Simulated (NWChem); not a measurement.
# Atomisation of H7NO2Si2

```
Si
O 1 1.6638
H 2 0.9633 1 115.70
O 1 1.6638 2 115.20 3 -74.54
H 4 0.9633 1 115.70 2 74.54
N 1 1.7321 2 106.42 3 43.13
H 6 1.0149 1 119.30 2 -171.51
H 6 1.0149 7 110.24 1 143.59
Si 1 2.3353 2 105.18 3 170.14
H 9 1.4950 1 112.34 2 61.03
H 9 1.4975 10 108.45 1 121.74
H 9 1.4975 10 108.45 11 116.53
```
Charge 0, spin multiplicity 1.

Program: NWChem. All single points use one geometry, from PBE0/def2-SVP, with no frequency check, so it may be a saddle point. It is one conformer; others weren't searched.

Basis set: def2-SVP. The atomisation energy is electronic alone: no zero-point, thermal, spin-orbit or counterpoise terms. No value is extrapolated to the basis-set limit. Free atoms are single determinants with multiplicities N 4, Si 3, O 3, H 2.

B3LYP has NWChem's definition, with VWN1-RPA local correlation. The structure started from a generated list of species. The stability of the SCF solutions was not checked. Open-shell Hartree-Fock references start from PBE0 orbitals.

Question: One of these methods gave an atomisation energy of 698.8 kcal/mol. Which?
A) PBE0
B) B3LYP
C) HF
D) PBE

Answer: C, HF. The others give 980.8 (PBE0), 985.6 (B3LYP), 1000.8 (PBE).
